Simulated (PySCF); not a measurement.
A structure optimised at PBE0-D3(BJ)/def2-TZVP, used in a PySCF frequency run:

```xyz
2

In     0.0000     0.0000    -0.2700
O      0.0000     0.0000     1.6537
```
Charge 0, spin multiplicity 2.

Question: Write its SMILES, formula and point group.

Answer: [O]=[In], InO, C∞v

Question: What are its rotational constants (standard atomic weights)?

Answer: 9.7257 GHz (linear rotor, B only)
